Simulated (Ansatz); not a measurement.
Frontier orbitals of C3H9PSi (`P[SiH2]C1CC1`).

```xyz
14

P     1.004    1.730   -2.167
Si   -0.516    0.350   -1.231
C    -0.353    0.128    0.601
C     0.641   -0.869    1.143
C    -0.818   -1.154    1.248
H     0.765    2.770   -1.227
H     2.085    1.188   -1.420
H    -0.349   -0.988   -1.867
H    -1.858    0.882   -1.596
H    -0.483    1.023    1.202
H     1.177   -0.603    2.045
H     1.223   -1.448    0.434
H    -1.233   -1.928    0.611
H    -1.285   -1.082    2.222
```

Total charge 0; spin multiplicity 1. The geometry is a stationary point of PBE0-D4/def2-TZVP. It is one conformer, not always the lowest. Basis def2-TZVPP, the Gaussian-basis code of Ansatz.

```tsv
functional	HOMO (eV)	LUMO (eV)	gap (eV)
PBE	-6.16	-0.29	5.87
PBE0	-7.26	0.63	7.89
B3LYP	-7.04	0.40	7.44
r2SCAN0	-7.41	0.79	8.20
BHLYP	-8.23	1.41	9.64
ωB97M-V	-9.35	2.22	11.57
```

From PBE to PBE0 the HOMO moves by −1.10 eV and the LUMO by +0.92 eV, and with ωB97M-V by −3.19 and +2.51 eV, so the gap grows from 5.88 to 11.57 eV with exact exchange. A positive LUMO is unbound and depends on the basis.

B3LYP here is the variant with VWN-RPA as its local correlation; programs differ in this.
